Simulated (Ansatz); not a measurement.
System: CH2Br3Si, charge 0, multiplicity 2. It need not be the lowest isomer of its formula. 
Geometry from a B3LYP-D3(BJ)/def2-TZVP (Ansatz, a quantum-chemistry and plane-wave program) optimisation:
```xyz
7

Si    -0.4983    -0.0154    -0.0939
C     -2.2768    -0.0768    -0.4612
Br     0.0457     1.9919     0.6822
Br     0.6868    -0.4007    -1.9393
Br     0.0187    -1.5661     1.4079
H     -2.8340    -1.0041    -0.4126
H     -2.8202     0.8035    -0.7813
```
Charge 0, spin multiplicity 2.

Computed values are from Ansatz. Correlated levels leave the core frozen unless marked. Open shells are spin-unrestricted. Spin-orbit coupling is left out. Frozen are the shells of the preceding noble gas and the d and f shells that filled before the atom's block. No relativistic terms. CBS(X,Y): correlation extrapolated as X^-3; Hartree-Fock from the larger set. [CCSD(T)-MP2]/basis is that difference in the basis named.

```yaml
atomisation energy De: 525.6 kcal/mol at RI-MP2/CBS(def2-TZVPP,def2-QZVPP)+[CCSD(T)-MP2]/def2-TZVPP
total_energy: -8046.4710 Eh at RI-MP2/CBS(def2-TZVPP,def2-QZVPP)+[CCSD(T)-MP2]/def2-TZVPP
dipole_moment: 1.71 D at CCSD(T)/def2-SVPD
T1 diagnostic: 0.011 at CCSD/def2-TZVPP
```
